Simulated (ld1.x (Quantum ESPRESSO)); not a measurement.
## What one change does to a pseudopotential (gold (Au), TM)

| Item | Value |
| --- | --- |
| Element | Au (Z = 79) |
| Generator | ld1.x (Quantum ESPRESSO) 7.5 |
| Type | norm-conserving Troullier–Martins (Kleinman–Bylander form) |
| Functional | LDA (PZ) |
| Relativity | scalar-relativistic |
| Frozen core | [Kr] 4d10 4f14 |
| Valence charge | 19 |
| Reference configuration | 5s2 5p6 5d10 6s0 6p0 (charge +1) |
| Partial waves | 5s (bound): rc 1.65 bohr; 5p (bound): rc 1.75 bohr; 5d (bound): rc 1.75 bohr |
| Local potential | all-electron potential smoothed inside 1.60 bohr (lloc = -1) |
| Core correction | a·sin(br)/r model core, default radius (core density twice the valence density) |

All-electron outer shells of the reference configuration (LDA (PZ), scalar-relativistic, ld1.x):

| shell | level (eV) | outermost node (bohr) | outermost maximum (bohr) |
| --- | --- | --- | --- |
| 4d | -334.40 | 0.20 | 0.41 |
| 5s | -117.35 | 0.48 | 0.84 |
| 4f | -90.12 | – | 0.37 |
| 5p | -68.67 | 0.52 | 0.96 |
| 5d | -15.62 | 0.56 | 1.21 |
| 6s | -13.60 | 1.11 | 2.24 |
| 6p | -6.89 | 1.31 | 2.98 |

Change: type PAW; waves now 5s (bound): rcut 1.45, rcutus 1.65 bohr; 6s (bound): rcut 1.45, rcutus 1.65 bohr; 5p (bound): rcut 1.50, rcutus 1.75 bohr; 6p (bound): rcut 1.50, rcutus 1.75 bohr; 5d (bound): rcut 1.50, rcutus 1.75 bohr; 5d channel at 0.7 Ry: rcut 1.50, rcutus 1.75 bohr; local potential all-electron potential smoothed inside 1.25 bohr (lloc = -1); augmentation BESSEL, radius 1.30 bohr.

Cutoffs: the cutoffs (Ry, on a coarse ladder) from which the occupation-weighted sum of valence levels, in a spherical-Bessel basis at the reference potential, stays within 10 and 1 mRy of its value at 400 Ry; they do not see the model core or the augmentation charge, which bear on the density cutoff. Errors are all-electron minus pseudo energies relative to the spin-unpolarised reference configuration.

Task: What does the change do?

Result: A bound ghost appears in d, which as a rule spoils a file; of the 9 tests that both files solve, the error grows in 3 and shrinks in 5 by more than 15 % and 0.3 meV (median size 247.2 → 5.3 meV); the range in which the s phases agree widens (upper end -1.6 → at the end of the scan); the range in which the p phases agree widens (upper end -0.1 → 2.0). Several settings change at once here, so the effects cannot be laid on one of them.

| quantity | base | changed |
| --- | --- | --- |
| cutoffs, loose and tight | 50 Ry, 80 Ry | not determined |
| bound ghosts | none | d (p not tested, overlap not positive) |
| error for 5s2 5p6 5d10 6s1 6p0, meV [ΔE -9.77 eV] | -446 | +5.3 |
| error for 5s2 5p6 5d9 6s0 6p0, meV [ΔE 21.50 eV] | -2.7 | -3.4 |
| error for 5s2 5p6 5d8 6s0 6p0, meV [ΔE 55.67 eV] | -11 | -13 |
| error for 5s2 5p5 5d10 6s1 6p0, meV [ΔE 56.63 eV] | -780 | -81 |
| error for 5s2 5p6 5d7 6s0 6p0, meV [ΔE 103.67 eV] | -29 | -30 |
| error for 5s2 5p6 5d10 6s0.5 6p0, meV [ΔE -5.83 eV] | -247 | +2.4 |
| error for 5s1 5p6 5d10 6s1 6p0, meV [ΔE 105.90 eV] | -1175 | -90 |
| error for 5s2 5p6 5d10 6s1 6p0 (spin-polarised), meV [ΔE -9.91 eV] | -444 | +4.8 |
| error for 5s2 5p6 5d9 6s0 6p0 (spin-polarised), meV [ΔE 21.36 eV] | +0.3 | -3.5 |
| s: phases at 1.89 bohr within 0.05 rad from the reference energy up to (Ry; the scan ends near 5) | -1.6 | to the end of the scan |
| p: phases at 1.89 bohr within 0.05 rad from the reference energy up to (Ry; the scan ends near 5) | -0.1 | 2.0 |
| d: phases at 1.89 bohr within 0.05 rad from the reference energy up to (Ry; the scan ends near 5) | 4.7 | to the end of the scan |

Changed file: the overlap operator is not positive definite in a basis up to 400 Ry (lowest eigenvalue p -0.10), so the file is unfit for use: the generalised eigenproblem breaks down once the basis is large enough, and its test numbers describe a broken file. A true bound ghost makes a file unfit for plane-wave use even where its test errors are small: the radial tests pick states by their node count and pass the ghost by.
